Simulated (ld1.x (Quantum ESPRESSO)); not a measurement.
## What the settings do to the TM potential of tin (Sn)

Base potential:

* Element: Sn
* Generator: ld1.x (Quantum ESPRESSO) 7.5
* Type: norm-conserving Troullier–Martins (Kleinman–Bylander form)
* Functional: BP86
* Relativity: fully relativistic
* Frozen core: [Kr] 4d10
* Valence charge: 4
* Reference configuration: 5s2 5p0 (charge +2)
* Partial waves: 5p (bound, empty): rc 2.30 bohr; 5s (bound): rc 2.15 bohr
* Local potential: the s channel
* Core correction: Bessel-smoothed model core, default radius (core density twice the valence density)

Open shells are filled in proportion to 2j + 1 (rel_dist='average').

All-electron outer shells of the reference configuration (BP86, scalar-relativistic, ld1.x):

| shell | level (eV) | outermost node (bohr) | outermost maximum (bohr) |
| --- | --- | --- | --- |
| 5s | -26.31 | 0.98 | 1.94 |
| 5p | -17.94 | 1.08 | 2.31 |

Cutoffs, loose and tight: the cutoffs (Ry, on a coarse ladder) from which the occupation-weighted sum of valence levels, in a spherical-Bessel basis at the reference potential, stays within 10 and 1 mRy of its value at 400 Ry. They do not see the model core or the augmentation charge, which bear on the density cutoff. Test errors are all-electron minus pseudo excitation energies from the reference, over the configurations 5s2 5p2; 5s2 5p1; 5s1 5p0; 5s2 5p2.3; 5s1 5p2; 5s2 5p1.5; 5s1 5p3. A dash means not determined; rows that change the core or the reference have their own tests.

The default core radius of the base comes out at 1.82 bohr.

| change | outcome | cutoff, loose | cutoff, tight | bound ghosts | largest test error (meV) |
| --- | --- | --- | --- | --- | --- |
| base | generated | 21 Ry | 30 Ry | none | -115 |
| core correction none | generated | 21 Ry | 30 Ry | none | +98 |
| core correction Bessel-smoothed model core inside 0.86 bohr | generated | 21 Ry | 30 Ry | none | -116 |
| core correction Bessel-smoothed model core inside 1.14 bohr | generated | 21 Ry | 30 Ry | none | -116 |
| core correction Bessel-smoothed model core inside 1.34 bohr | generated | 21 Ry | 30 Ry | none | -116 |
| core correction Bessel-smoothed model core inside 1.54 bohr | generated | 21 Ry | 30 Ry | none | -116 |
| core correction Bessel-smoothed model core inside 1.82 bohr | generated | 21 Ry | 30 Ry | none | -115 |
| core correction Bessel-smoothed model core inside 2.04 bohr | generated | 21 Ry | 30 Ry | none | -114 |
| core correction Bessel-smoothed model core inside 2.28 bohr | generated | 21 Ry | 30 Ry | none | -110 |

Problem. What comes out with this change to the base: core correction Bessel-smoothed model core inside 2.62 bohr?

Solution. outcome: generated; cutoff, loose: 21 Ry; cutoff, tight: 30 Ry; bound ghosts: none; largest test error (meV): -91.
